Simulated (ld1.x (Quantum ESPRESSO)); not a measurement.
PBE TM dataset for iridium, scalar-relativistic all-electron reference.

Input for ld1.x (Quantum ESPRESSO) 7.5:

```
&input
   title='Ir', zed=77., rel=1, dft='PBE', iswitch=3,
   config='[Xe] 4f14 5d7 5f-2 6s2 6p0',
   nld=4, rlderiv=3.75, eminld=-3.0, emaxld=5.0, deld=0.02
 /
 &inputp
   pseudotype=2, tm=.true., lloc=0,
   nlcc=.true., rcore=1.25,
   file_pseudopw='Ir.UPF', file_wfcaegen='ae.wfc', file_wfcncgen='nc.wfc', file_beta='beta', file_chi='chi'
 /
4
6P  2  1   0.00   0.00  3.45  3.45  0.0
5D  3  2   7.00   0.00  1.65  1.65  0.0
5F  4  3  -2.00   0.05  2.75  2.75  0.0
6S  1  0   2.00   0.00  2.00  2.00  0.0
 &test
   configts(1)='5d7 6s2 6p0'
 /
```

Command:

```bash
ld1.x < Ir.in > Ir.out
```

The program printed (shortened: banner, matrices, multipoles, cross overlaps and the repeated all-electron block are left out):

```
Program LD1 v.7.5
     --------------------------- All-electron run ----------------------------

     Ir
     scalar relativistic calculation

     atomic number is 77.00
     dft =PBE   lsd =0 sic =0 latt =0  beta=0.20 tr2=1.0E-14
     Exchange-correlation= PBE
                           (   1   4   3   4   0   0   0)
     mesh =1277 r(mesh) = 100.10249 a.u. xmin = -7.00 dx = 0.01250
     1 Ry =  13.60569312 eV, c = 137.03599908

     n l     nl                  e(Ry)          e(Ha)          e(eV)
     1 0     1S 1( 2.00)     -5596.0956     -2798.0478    -76138.7589
     2 0     2S 1( 2.00)      -978.9318      -489.4659    -13319.0457
     2 1     2P 1( 6.00)      -850.3235      -425.1617    -11569.2402
     3 0     3S 1( 2.00)      -228.9657      -114.4829     -3115.2374
     3 1     3P 1( 6.00)      -191.3673       -95.6836     -2603.6843
     4 0     4S 1( 2.00)       -48.8466       -24.4233      -664.5919
     4 1     4P 1( 6.00)       -36.5182       -18.2591      -496.8553
     3 2     3D 1(10.00)      -150.0207       -75.0104     -2041.1361
     5 0     5S 1( 2.00)        -7.2018        -3.6009       -97.9852
     5 1     5P 1( 6.00)        -4.0202        -2.0101       -54.6982
     4 2     4D 1(10.00)       -21.3872       -10.6936      -290.9872
     4 3     4F 1(14.00)        -4.5710        -2.2855       -62.1919
     5 2     5D 1( 7.00)        -0.5253        -0.2627        -7.1472
     6 0     6S 1( 2.00)        -0.4653        -0.2327        -6.3309
     6 1     6P 1( 0.00)        -0.0894        -0.0447        -1.2160

     final scf error:  5.4E-15 reached in  24 iterations

     Etot =  -35655.108730 Ry,  -17827.554365 Ha, -485112.467649 eV

     Ekin =   39651.015484 Ry,   19825.507742 Ha,  539479.548692 eV
     Encl =  -88486.601676 Ry,  -44243.300838 Ha,-1203921.547905 eV
     Eh   =   13872.563745 Ry,    6936.281873 Ha,  188745.845145 eV
     Exc  =    -692.086283 Ry,    -346.043141 Ha,   -9416.313581 eV

     normalization and overlap integrals

     s(1S/1S) =  1.000000  <r> =   0.0174  <r2> =    0.0004  r(max) =   0.0108
     s(2S/2S) =  1.000000  <r> =   0.0736  <r2> =    0.0064  r(max) =   0.0620
     s(2P/2P) =  1.000000  <r> =   0.0662  <r2> =    0.0054  r(max) =   0.0514
     s(3S/3S) =  1.000000  <r> =   0.1904  <r2> =    0.0415  r(max) =   0.1749
     s(3P/3P) =  1.000000  <r> =   0.1913  <r2> =    0.0424  r(max) =   0.1749
     s(4S/4S) =  1.000000  <r> =   0.4233  <r2> =    0.2022  r(max) =   0.3990
     s(4P/4P) =  1.000000  <r> =   0.4505  <r2> =    0.2307  r(max) =   0.4195
     s(3D/3D) =  1.000000  <r> =   0.1733  <r2> =    0.0352  r(max) =   0.1414
     s(5S/5S) =  1.000000  <r> =   0.9777  <r2> =    1.0729  r(max) =   0.8880
     s(5P/5P) =  1.000000  <r> =   1.1338  <r2> =    1.4555  r(max) =   1.0062
     s(4D/4D) =  1.000000  <r> =   0.4784  <r2> =    0.2647  r(max) =   0.4247
     s(4F/4F) =  1.000000  <r> =   0.5352  <r2> =    0.3510  r(max) =   0.3940
     s(5D/5D) =  1.000000  <r> =   1.7200  <r2> =    3.5688  r(max) =   1.2920
     s(6S/6S) =  1.000000  <r> =   2.8992  <r2> =    9.6485  r(max) =   2.3838
     s(6P/6P) =  1.000000  <r> =   4.6523  <r2> =   25.8301  r(max) =   3.4684

     ------------------------ End of All-electron run ------------------------

     --------------------- Generating NC pseudopotential ---------------------

      Generating local pot.: lloc=0, matching radius rcloc =   2.0000

      Computing core charge for nlcc:

       r > 1.26 : true rho core
       r < 1.26 : rho core = a sin(br)/r    a=  12.13  b=   2.05

      Integrated core pseudo-charge :  10.42

      Wfc   6P  rcut= 3.425  Using Troullier-Martins method

      Wfc   5D  rcut= 1.659  Using Troullier-Martins method

      Wfc   5F  rcut= 2.735  Using Troullier-Martins method

     ------------------- End of pseudopotential generation -------------------

     Computing logarithmic derivative in   3.76205
     Computing logarithmic derivative in   3.76205
     Computing the partial wave expansion
       no projector for channel:   0
     R is outside the sphere for l=    1 j= 0.00
     R is outside the sphere for l=    2 j= 0.00
     R is outside the sphere for l=    3 j= 0.00

     ---------------------- Testing the pseudopotential ----------------------

     Ir
     scalar relativistic calculation

     atomic number is 77.00   valence charge is  9.00
     dft =PBE   lsd =0 sic =0 latt =0  beta=0.20 tr2=1.0E-14
     mesh =1277 r(mesh) = 100.10249 xmin = -7.00 dx = 0.01250

     n l     nl             e AE (Ry)        e PS (Ry)    De AE-PS (Ry)
     3 2     5D   1( 7.00)       -0.52531       -0.52531        0.00000
     1 0     6S   1( 2.00)       -0.46532       -0.46531       -0.00000
     2 1     6P   1( 0.00)       -0.08937       -0.08937        0.00000

     eps = 3.1E-15  iter = 12

     Etot =  -35655.108730 Ry,  -17827.554365 Ha, -485112.467649 eV
     Etotps =   -56.384011 Ry,     -28.192006 Ha,    -767.143556 eV

     Ekin =      30.845698 Ry,      15.422849 Ha,     419.677100 eV
     Encl =     -65.300618 Ry,     -32.650309 Ha,    -888.460167 eV
     Ehrt =      37.470616 Ry,      18.735308 Ha,     509.813697 eV
     Ecxc =     -25.675130 Ry,     -12.837565 Ha,    -349.327941 eV
     (Ecc =     -15.486982 Ry,      -7.743491 Ha,    -210.711128 eV)
     Epseu=     -33.724577 Ry,     -16.862288 Ha,    -458.846244 eV

     ---------------------- End of pseudopotential test ----------------------
```

Generation and configuration tests took about 4.8 s on one core of a shared server CPU.

Transferability test of the new file with ld1.x, input:

```
&input
   title='Ir', zed=77., rel=1, dft='PBE', iswitch=2,
   config='[Xe] 4f14 5d7 5f-2 6s2 6p0'
 /
 &test
   file_pseudo='Ir.UPF', nconf=8,
   configts(1)='5d7 6s2 6p0',
   configts(2)='5d7 6s1 6p0',
   configts(3)='5d7 6s0 6p0',
   configts(4)='5d6 6s0 6p0',
   configts(5)='5d7 6s0 6p1',
   configts(6)='5d8 6s1 6p0',
   configts(7)='5d7 6s0 6p2',
   configts(8)='5d7 6s1.5 6p0'
 /
```

```bash
ld1.x < Ir.test.in > Ir.test.out
```

Pseudopotential blocks of its output, shortened (energy terms left out):

```
     ---------------------- Testing the pseudopotential ----------------------

     n l     nl             e AE (Ry)        e PS (Ry)    De AE-PS (Ry)
     3 2     5D   1( 7.00)       -0.52531       -0.52531        0.00000
     1 0     6S   1( 2.00)       -0.46532       -0.46531       -0.00000
     2 1     6P   1( 0.00)       -0.08937       -0.08937        0.00000

     eps = 2.4E-15  iter = 12

     Etot =  -35655.108730 Ry,  -17827.554365 Ha, -485112.467649 eV
     Etotps =   -56.384011 Ry,     -28.192006 Ha,    -767.143557 eV

     ---------------------- End of pseudopotential test ----------------------

          ---------------------- Testing the pseudopotential ----------------------

     n l     nl             e AE (Ry)        e PS (Ry)    De AE-PS (Ry)
     3 2     5D   1( 7.00)       -1.12623       -1.12492       -0.00131
     1 0     6S   1( 1.00)       -0.99710       -0.99827        0.00117
     2 1     6P   1( 0.00)       -0.52978       -0.53103        0.00126

     eps = 5.1E-16  iter = 12

     Etot =  -35654.382617 Ry,  -17827.191308 Ha, -485102.588376 eV
     Etotps =   -55.657128 Ry,     -27.828564 Ha,    -757.253807 eV
     dEtot_ae =       0.726113 Ry
     dEtot_ps =       0.726883 Ry,   Delta E=      -0.000770 Ry

     ---------------------- End of pseudopotential test ----------------------

          ---------------------- Testing the pseudopotential ----------------------

     n l     nl             e AE (Ry)        e PS (Ry)    De AE-PS (Ry)
     3 2     5D   1( 7.00)       -1.79401       -1.79345       -0.00056
     1 0     6S   1( 0.00)       -1.57894       -1.58289        0.00395
     2 1     6P   1( 0.00)       -1.03352       -1.03824        0.00472

     eps = 3.0E-16  iter =  7

     Etot =  -35653.098698 Ry,  -17826.549349 Ha, -485085.119762 eV
     Etotps =   -54.370409 Ry,     -27.185205 Ha,    -739.747105 eV
     dEtot_ae =       2.010033 Ry
     dEtot_ps =       2.013602 Ry,   Delta E=      -0.003569 Ry

     ---------------------- End of pseudopotential test ----------------------

          ---------------------- Testing the pseudopotential ----------------------

     n l     nl             e AE (Ry)        e PS (Ry)    De AE-PS (Ry)
     3 2     5D   1( 6.00)       -2.71097       -2.72942        0.01845  !
     1 0     6S   1( 0.00)       -2.30919       -2.32013        0.01095  !
     2 1     6P   1( 0.00)       -1.66297       -1.67163        0.00866  !

     eps = 6.8E-16  iter =  7

     Etot =  -35650.853964 Ry,  -17825.426982 Ha, -485054.578605 eV
     Etotps =   -52.117255 Ry,     -26.058628 Ha,    -709.091385 eV
     dEtot_ae =       4.254766 Ry
     dEtot_ps =       4.266756 Ry,   Delta E=      -0.011990 Ry

     ---------------------- End of pseudopotential test ----------------------

          ---------------------- Testing the pseudopotential ----------------------

     n l     nl             e AE (Ry)        e PS (Ry)    De AE-PS (Ry)
     3 2     5D   1( 7.00)       -1.23677       -1.23648       -0.00029
     1 0     6S   1( 0.00)       -1.07500       -1.07586        0.00086
     2 1     6P   1( 1.00)       -0.59048       -0.59123        0.00075

     eps = 9.5E-15  iter = 10

     Etot =  -35653.907016 Ry,  -17826.953508 Ha, -485096.117492 eV
     Etotps =   -55.181434 Ry,     -27.590717 Ha,    -750.781657 eV
     dEtot_ae =       1.201714 Ry
     dEtot_ps =       1.202577 Ry,   Delta E=      -0.000863 Ry

     ---------------------- End of pseudopotential test ----------------------

          ---------------------- Testing the pseudopotential ----------------------

     n l     nl             e AE (Ry)        e PS (Ry)    De AE-PS (Ry)
     3 2     5D   1( 8.00)       -0.39811       -0.39299       -0.00512  !
     1 0     6S   1( 1.00)       -0.40788       -0.41100        0.00313
     2 1     6P   1( 0.00)       -0.06712       -0.06932        0.00221

     eps = 8.0E-15  iter = 11

     Etot =  -35655.133254 Ry,  -17827.566627 Ha, -485112.801309 eV
     Etotps =   -56.403872 Ry,     -28.201936 Ha,    -767.413778 eV
     dEtot_ae =      -0.024524 Ry
     dEtot_ps =      -0.019861 Ry,   Delta E=      -0.004663 Ry

     ---------------------- End of pseudopotential test ----------------------

          ---------------------- Testing the pseudopotential ----------------------

     n l     nl             e AE (Ry)        e PS (Ry)    De AE-PS (Ry)
     3 2     5D   1( 7.00)       -0.76788       -0.76920        0.00132
     1 0     6S   1( 0.00)       -0.63785       -0.63806        0.00021
     2 1     6P   1( 2.00)       -0.20760       -0.20739       -0.00021

     eps = 6.7E-15  iter = 10

     Etot =  -35654.299704 Ry,  -17827.149852 Ha, -485101.460290 eV
     Etotps =   -55.574387 Ry,     -27.787194 Ha,    -756.128059 eV
     dEtot_ae =       0.809026 Ry
     dEtot_ps =       0.809624 Ry,   Delta E=      -0.000598 Ry

     ---------------------- End of pseudopotential test ----------------------

          ---------------------- Testing the pseudopotential ----------------------

     n l     nl             e AE (Ry)        e PS (Ry)    De AE-PS (Ry)
     3 2     5D   1( 7.00)       -0.81628       -0.81550       -0.00078
     1 0     6S   1( 1.50)       -0.72399       -0.72444        0.00046
     2 1     6P   1( 0.00)       -0.29931       -0.29974        0.00042

     eps = 2.4E-15  iter = 14

     Etot =  -35654.812181 Ry,  -17827.406091 Ha, -485108.432894 eV
     Etotps =   -56.087243 Ry,     -28.043622 Ha,    -763.105817 eV
     dEtot_ae =       0.296549 Ry
     dEtot_ps =       0.296768 Ry,   Delta E=      -0.000219 Ry

     ---------------------- End of pseudopotential test ----------------------
```
